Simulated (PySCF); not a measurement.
This PySCF input asks for the NMR shieldings of `B[C@@H]([AlH][CH3])[C@@H](C)C=C`, C6H14AlB; the geometry comes from GFN2-xTB.

```python
import basis_set_exchange as bse
import numpy as np
from pyscf import gto, dft
from pyscf.prop import nmr

atoms = """
B     1.030003    2.145950    0.476269
C     0.382507    1.057119   -0.374197
Al    1.360782   -0.747224   -0.435279
C     2.177281   -1.712095    1.095645
C    -1.045469    0.569750   -0.007598
C    -2.103755    1.569013   -0.467876
C    -1.180927   -0.753007   -0.679393
C    -0.947586   -1.923720   -0.079432
H     0.680146    2.342674    1.579940
H     1.912532    2.783624    0.035159
H     0.413907    1.273825   -1.458314
H     1.645322   -1.192337   -1.894946
H     3.256546   -1.522067    1.128237
H     1.786577   -1.405975    2.073878
H     2.068356   -2.800836    1.039578
H    -1.113544    0.444853    1.076789
H    -2.060630    1.702083   -1.547711
H    -3.102786    1.224952   -0.202340
H    -1.928990    2.533819    0.002687
H    -1.398246   -0.723178   -1.741869
H    -0.831091   -1.989152    0.992461
H    -1.011346   -2.858684   -0.612538
"""
names = dict.fromkeys(["B", "C", "Al", "H"], "pcSseg-1")
basis = {el: gto.basis.parse(bse.get_basis(n, elements=[el], fmt="nwchem")) for el, n in names.items()}
mol = gto.M(atom=atoms, basis=basis, charge=0, verbose=0)
mf = dft.RKS(mol, xc="PBE0")
mf.grids.level = 2
mf.grids.alignment = dft.numint.BLKSIZE   # the property module wants whole blocks of grid points
mf.conv_tol = 1e-9
mf.kernel()

calc = nmr.RKS(mf)   # GIAO
C = mf.mo_coeff
Co = C[:, mf.mo_occ > 0]
resp = mf.gen_response(singlet=True, hermi=2)
def vind(x):   # induced exchange potential for any number of trial vectors
    d = np.einsum("pi,xij,qj->xpq", C, 2 * x.reshape(-1, C.shape[1], Co.shape[1]), Co, optimize=True)
    return np.einsum("xpq,pi,qj->xij", resp(d - d.transpose(0, 2, 1)), C, Co, optimize=True).ravel()
mo1, _ = nmr.rhf.solve_mo1(calc, with_cphf=vind)
sigma = calc.kernel(mo1)
for i, s in enumerate(sigma):   # ppm
    print("%2d %-2s %9.2f" % (i, mol.atom_pure_symbol(i), np.trace(s) / 3))
```

Question: What are the results?

Answer: 
```
 0 B      27.81
 1 C     126.36
 2 Al    384.66
 3 C     195.82
 4 C     137.40
 5 C     156.23
 6 C      21.53
 7 C      72.75
 8 H      24.59
 9 H      24.76
10 H      28.74
11 H      27.12
12 H      32.06
13 H      31.87
14 H      31.86
15 H      28.42
16 H      30.67
17 H      30.35
18 H      30.52
19 H      24.82
20 H      26.06
21 H      26.46
```

These numbers come from an equivalent density-fitted implementation of the same equations, which agrees with the script to about 0.01 ppm for H and up to a few tenths of a ppm for heavy atoms, so last digits may differ.

Size and cost of the density-fitted run: 213 basis functions, 62 s wall time on 1 thread of an Arm Neoverse N1, shared host; peak memory 0.93 GiB.
